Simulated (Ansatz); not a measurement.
Compare A (`B[SiH]1BN1CO`) with its isomer B (`O[SiH2]N1BCB1`).

Isolated molecules relaxed with PBE0-D4/def2-TZVP in Ansatz; ΔE leaves out vibrations. CBS: MP2 limit from def2 TZ/QZ plus the TZ coupled-cluster correction, frozen cores. Functionals use def2-TZVPP. B3LYP here is the variant with VWN-RPA as its local correlation; programs differ in this. One conformer a species, not always the lowest.

Task: Which is lower in electronic energy at CCSD(T)/CBS, and by how much? (Best estimate.)

Result: The calculation gave: B, by 103.9 kcal/mol.

Task: Give E(B) − E(A) in kcal/mol with CCSD(T)/def2-TZVPP, HF/def2-TZVPP, B3LYP-D4, ωB97M-V, B2PLYP, B3LYP, r2SCAN-D4. (An estimate is asked.)

Result: The calculation gave: CCSD(T)/def2-TZVPP -102.2, HF/def2-TZVPP -109.0, B3LYP-D4 -99.9, ωB97M-V -104.5, B2PLYP -102.6, B3LYP -99.3, r2SCAN-D4 -100.1. None reverses the order clearly.

Largest T1 diagnostic: 0.016.

From PBE to PBE0 (25 % exact exchange), in def2-TZVPP and without D4, E(B) − E(A) moves by −5.6 kcal/mol. In def2-TZVPP, CCSD(T) changes the Hartree–Fock value by +6.8 kcal/mol (the triples alone add +1.6 kcal/mol) and MP2 by +1.4 kcal/mol.
